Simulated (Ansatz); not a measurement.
Gas-phase electronic energies from Ansatz, PBE0-D4/def2-TZVP geometries. CCSD(T)/CBS adds triple-zeta CCSD(T) − MP2 to the extrapolated MP2 energy (def2 sets, frozen cores). This one scheme is used for every species. Functionals use def2-TZVPP. B3LYP here is the variant with VWN-RPA as its local correlation; programs differ in this. Each species was taken in one conformer, which may not be the lowest.

`B[Si](C)(N)F` + H₂O → `C[Si](N)(O)F` + BH₃  (formal hydrolysis of the Si–B bond)

| level | ΔE (kJ/mol) |
| --- | --- |
| PBE0-D4 | -129.6 |
| B3LYP-D4 | -140.9 |
| ωB97M-V | -145.5 |
| HF/def2-QZVPP | -166.0 |

Problem. What does CCSD(T)/CBS give? (An estimate is asked.)

Solution. The calculation gave: -139.5 kJ/mol. The listed levels differ from it by 9.9, -1.4, -6.0, -26.5 kJ/mol.

Largest T1 diagnostic among the species: 0.011.

From PBE to PBE0 (25 % exact exchange), in def2-TZVPP and without D4, ΔE moves by −9.9 kJ/mol. In def2-TZVPP, CCSD(T) changes the Hartree–Fock value by +23.2 kJ/mol (the triples alone add +2.6 kJ/mol) and MP2 by +16.7 kJ/mol.
